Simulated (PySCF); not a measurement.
Working out the ionisation energy of Re⁺

Re⁺ [Xe] 4f14 5d5 6s1 (7S) → Re²⁺ [Xe] 4f14 5d5 (6S). Calculation: PySCF 2.14, in x2c-TZVPPall (11s7p7d3f1g, 97 functions); scalar relativity by spin-free X2C-1e. Frozen: [Xe] 4f14. Energies in hartree (1 hartree = 27.21139 eV):

| part | Re⁺ (lower) | Re²⁺ (upper) |
| --- | --- | --- |
| UHF | -16688.007902 | -16687.428692 |
| MP2 opposite-spin | 0.000000 | 0.000000 |
| MP2 same-spin | -0.068177 | -0.046957 |

Task: What does Hartree-Fock give?

Result: (-16687.428692) − (-16688.007902) = 0.579210 hartree = 15.761 eV.

Task: What do MP2 and SCS-MP2 (6/5 opposite-spin, 1/3 same-spin) give?

Result: The opposite-spin parts differ by 0.000 eV and the same-spin parts by 0.577 eV. MP2: 15.761 + (0.000) + (0.577) = 16.338 eV. SCS-MP2: 15.761 + 1.2 × (0.000) + (0.577)/3 = 15.953 eV.

A first-order spin-orbit estimate adds 0.000 eV to MP2 (valence), giving 16.338 eV against 16.6 ± 0.5 eV (semi-empirical (NIST evaluation); NIST Atomic Spectra Database, ionization energies).

What remains against the reference includes basis incompleteness, the frozen core and correlation beyond second order.
